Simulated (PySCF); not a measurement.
**Steps of a relaxation of [Nd(H2O)4]3+**

[Nd(H2O)4]3+ (singlet in the valence; each metal's 4f electrons, 3 of them, lie in its core potential, out of spins and levels). PySCF 2.14.0, RKS r2SCAN, Nd lcecp-1-SVP with ECP49, O def2-SVP, H def2-SVP; non-relativistic Hamiltonian with scalar-relativistic core potentials where named; density fitting; no spin-orbit coupling. Origin of the start: displaced along the imaginary mode. Columns: position (Å) and force (eV/Å). Energies are counted from the last step; some of the 20 steps are shown. Forces carry noise of the integration grid, about 0.01 to 0.03 eV/Å.

Run from Python with OMP_NUM_THREADS=2. Where DIIS fails, smearing, a level shift and second-order steps follow.
It took 4.1 min on 2 threads of Arm Neoverse V1, on a shared host, from the converged density of the start.

```xyz
13
step 0  E = 0.232 eV
Nd    0.0000    0.0000    0.0000     0.00    0.00    0.00
O     1.3658    1.3637    1.3717     0.70    0.63    0.65
H     1.5324    1.2648    2.3699    -0.05    0.35   -1.32
H     1.9384    2.1494    1.0737    -0.65   -1.01    0.65
O    -1.3658   -1.3717    1.3637    -0.70   -0.65    0.63
H    -1.9384   -1.0737    2.1494     0.65   -0.65   -1.01
H    -1.5324   -2.3699    1.2648     0.05    1.32    0.35
O     1.3658   -1.3637   -1.3717     0.70   -0.63   -0.65
H     1.9384   -2.1494   -1.0737    -0.65    1.01   -0.65
H     1.5324   -1.2648   -2.3699    -0.05   -0.35    1.32
O    -1.3658    1.3717   -1.3637    -0.70    0.65   -0.63
H    -1.5324    2.3699   -1.2648     0.05   -1.32   -0.35
H    -1.9384    1.0737   -2.1494     0.65    0.65    1.01
```

```xyz
13
step 6  E = 0.017 eV
Nd    0.0000    0.0000    0.0000     0.00    0.00    0.00
O     1.3886    1.3330    1.3718     0.22    0.19    0.08
H     1.4056    1.3835    2.3611     0.04    0.04   -0.24
H     2.1076    1.9595    1.0917    -0.25   -0.23    0.17
O    -1.3886   -1.3718    1.3330    -0.22   -0.08    0.19
H    -2.1076   -1.0917    1.9595     0.25   -0.17   -0.23
H    -1.4056   -2.3611    1.3835    -0.04    0.24    0.04
O     1.3886   -1.3330   -1.3718     0.22   -0.19   -0.08
H     2.1076   -1.9595   -1.0917    -0.25    0.23   -0.17
H     1.4056   -1.3835   -2.3611     0.04   -0.04    0.24
O    -1.3886    1.3718   -1.3330    -0.22    0.08   -0.19
H    -1.4056    2.3611   -1.3835    -0.04   -0.24   -0.04
H    -2.1076    1.0917   -1.9595     0.25    0.17    0.23
```

```xyz
13
step 13  E = 0.001 eV
Nd    0.0004    0.0000    0.0000     0.00    0.00    0.00
O     1.4197    1.3102    1.3673     0.00    0.00    0.03
H     1.3801    1.4433    2.3442     0.00    0.00   -0.04
H     2.2016    1.8484    1.1002    -0.01   -0.01    0.00
O    -1.4181   -1.3675    1.3108    -0.06    0.02    0.03
H    -2.2033   -1.0996    1.8465     0.07   -0.03   -0.04
H    -1.3802   -2.3439    1.4426     0.00    0.01    0.01
O     1.4197   -1.3102   -1.3673     0.00    0.00   -0.03
H     2.2016   -1.8484   -1.1002    -0.01    0.01    0.00
H     1.3801   -1.4433   -2.3442     0.00    0.00    0.04
O    -1.4181    1.3675   -1.3108    -0.06   -0.02   -0.03
H    -1.3802    2.3439   -1.4426     0.00   -0.01   -0.01
H    -2.2033    1.0996   -1.8465     0.07    0.03    0.04
```

Task: Where does the relaxation end?

Result: It converges at step 19 in S4:
```xyz
13
step 19  E = 0
Nd    0.0000    0.0000    0.0000
O     1.4291    1.3007    1.3653
H     1.3740    1.4616    2.3364
H     2.2317    1.8084    1.1006
O    -1.4292   -1.3653    1.3007
H    -2.2315   -1.1005    1.8086
H    -1.3740   -2.3365    1.4616
O     1.4291   -1.3007   -1.3653
H     2.2317   -1.8084   -1.1006
H     1.3740   -1.4616   -2.3364
O    -1.4292    1.3653   -1.3007
H    -1.3740    2.3365   -1.4616
H    -2.2315    1.1005   -1.8086
```

Task: How did the contacts change?

Result: 
```json
{"contact": "Nd1–O2 (H2O)", "start (Å)": "2.368", "end (Å)": "2.366"}
{"contact": "Nd1–O5 (H2O)", "start (Å)": "2.368", "end (Å)": "2.366"}
{"contact": "Nd1–O8 (H2O)", "start (Å)": "2.368", "end (Å)": "2.366"}
{"contact": "Nd1–O11 (H2O)", "start (Å)": "2.368", "end (Å)": "2.366"}
```


No frequency check is given that shows the relaxed geometry to be a minimum. An lcecp potential fixes the number of 4f electrons, so in runs with it no electron can move into or out of that shell.
